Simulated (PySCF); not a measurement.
Species: Si8F8 cubane, Si₈F₈.
Bonds: Si1–F2, Si1–Si3, Si1–Si7, Si1–Si11, Si3–F4, Si3–Si5, Si3–Si13, Si5–F6, Si5–Si7, Si5–Si15, Si7–F8, Si7–Si9, Si9–F10, Si9–Si11, Si9–Si15, Si11–F12, Si11–Si13, Si13–F14, Si13–Si15, Si15–F16.

Probes without a nucleus sit at each ring's centroid and 1 Å off its mean plane on both sides; NICS is minus the shielding there, NICSzz its component along the normal. Level: GIAO KT2/pcSseg-1 (PySCF, non-relativistic, gas phase) on the PBE0-D3(BJ)/def2-SVP geometry, one conformer.

Ring bond lengths (Å): Si1–Si3 2.485, Si3–Si5 2.331, Si5–Si7 2.332, Si7–Si1 2.294; Si1–Si3 2.485, Si3–Si13 2.292, Si13–Si11 2.332, Si11–Si1 2.330; Si1–Si7 2.294, Si7–Si9 2.490, Si9–Si11 2.332, Si11–Si1 2.330; Si3–Si5 2.331, Si5–Si15 2.330, Si15–Si13 2.486, Si13–Si3 2.292; Si5–Si7 2.332, Si7–Si9 2.490, Si9–Si15 2.292, Si15–Si5 2.330.

**Question.** Give the NICS values of each ring in ppm.

**Answer.** 
```
             ring                       type  NICS(0)  NICS(1), two faces  NICS(1)zz, two faces  rms pucker (Å)  centre to ring atoms, mean (Å)
  Si1–Si3–Si5–Si7  4-membered ring with 4 Si      2.7          3.8 / -1.9            17.0 / 1.6            0.01                            1.67
Si1–Si3–Si13–Si11  4-membered ring with 4 Si      2.6          3.7 / -2.0            16.8 / 1.5            0.01                            1.67
 Si1–Si7–Si9–Si11  4-membered ring with 4 Si      2.6          -2.0 / 3.7            1.4 / 16.8            0.01                            1.67
Si3–Si5–Si15–Si13  4-membered ring with 4 Si      2.7          3.8 / -2.0            16.9 / 1.5            0.01                            1.67
 Si5–Si7–Si9–Si15  4-membered ring with 4 Si      2.7          3.8 / -1.9            16.9 / 1.4            0.01                            1.67
```

**Question.** What do they say, and how far can they be read as aromaticity?

**Answer.** 
- Si1–Si3–Si5–Si7: mean NICS(1)zz 9.3 ppm, deshielded. Si1, Si3, Si5, Si7 have four or more neighbours, and the NICS criterion for π rings isn't applied. The two faces differ by 15.4 ppm, so no symmetry operation interchanges them.
- Si1–Si3–Si13–Si11: mean NICS(1)zz 9.1 ppm, deshielded. Si1, Si3, Si11, Si13 have four or more neighbours, so the value isn't read as a sign of a π ring current. The two faces differ by 15.3 ppm, so no symmetry operation interchanges them.
- Si1–Si7–Si9–Si11: mean NICS(1)zz 9.1 ppm, deshielded. Si1, Si7, Si9, Si11 have four or more neighbours, so the value isn't read as a sign of a π ring current. The two faces differ by 15.4 ppm, so no symmetry operation interchanges them.
- Si3–Si5–Si15–Si13: mean NICS(1)zz 9.2 ppm, deshielded. Si3, Si5, Si13, Si15 have four or more neighbours, and the NICS criterion for π rings isn't applied. The two faces differ by 15.4 ppm, so no symmetry operation interchanges them.
- Si5–Si7–Si9–Si15: mean NICS(1)zz 9.2 ppm, deshielded. Si5, Si7, Si9, Si15 have four or more neighbours; no verdict on aromaticity is drawn. The two faces differ by 15.5 ppm, so no symmetry operation interchanges them.

**Question.** At the second NICS(1) probe listed for ring Si3–Si5–Si15–Si13, 1 Å off the ring, how large is the induced field along the normal in 1 T applied along it?

**Answer.** NICSzz × B0 = 1.5 ppm × 1 T = 2 μT, along the applied field.

**Question.** How do the values depend on the level or the medium?

**Answer.** 
```csv
level,"NICS(0), Si1–Si3–Si5–Si7","mean NICS(1)zz, Si1–Si3–Si5–Si7","NICS(0), Si1–Si3–Si13–Si11","mean NICS(1)zz, Si1–Si3–Si13–Si11","NICS(0), Si1–Si7–Si9–Si11","mean NICS(1)zz, Si1–Si7–Si9–Si11"
"KT2/pcSseg-1, gas",2.7,9.3,2.6,9.1,2.6,9.1
"PBE0/pcSseg-1, gas",0.7,7.0,0.6,6.8,0.6,6.8
```

The geometry is the same throughout.

Hardware: 2 threads of an Intel Xeon Platinum 8375C at 2.90 GHz, shared host with 96 logical CPUs at a one-minute load of 28. Cost: 83 s wall, 3.0 min CPU, 2.4 GiB resident at most. This is the whole shielding run at KT2/pcSseg-1, SCF included.
